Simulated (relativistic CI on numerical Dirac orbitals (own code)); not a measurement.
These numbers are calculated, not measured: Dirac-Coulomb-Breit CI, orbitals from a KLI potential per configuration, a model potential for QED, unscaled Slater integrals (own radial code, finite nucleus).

The strongest absorption lines from the ground level of an ion, among the configurations computed and to levels below about 90 eV (vacuum wavelength in nm, gf): 14.029 (0.33), 14.034 (0.16), 14.465 (0.54), 14.502 (0.75), 14.528 (1.3), 14.658 (0.21), 15.339 (0.42), 15.706 (1.4).

Task: Which ion is it?
A. Cu IX
B. Ga XI
C. Mn V
D. As XIII

Result: A. Cu IX has 21 electrons and the ground level 3s2 3p6 3d3 4F_3/2; the strongest line goes to 3s2 3p5 3d4 4G°_5/2. The pattern of lines fixes the number of electrons, and along that sequence the line energies rise steadily with the charge (about as its square where n changes within one kind of shell, about linearly where n is kept but much faster in heavy ions where fine structure, which grows about as Z⁴, sets the gap, and irregularly where shells cross), which fixes Z. Configurations outside the model, such as inner-shell arrays, can give stronger lines. At this charge configurations can still be misplaced by up to about 7 % of their energy. Terms inside the open d or f shell come out 10 to 20 % too wide with unscaled integrals.

LS names give the leading component of a level, which can be under half, so a name can repeat, a term be missing and a line seem to break the LS rules.
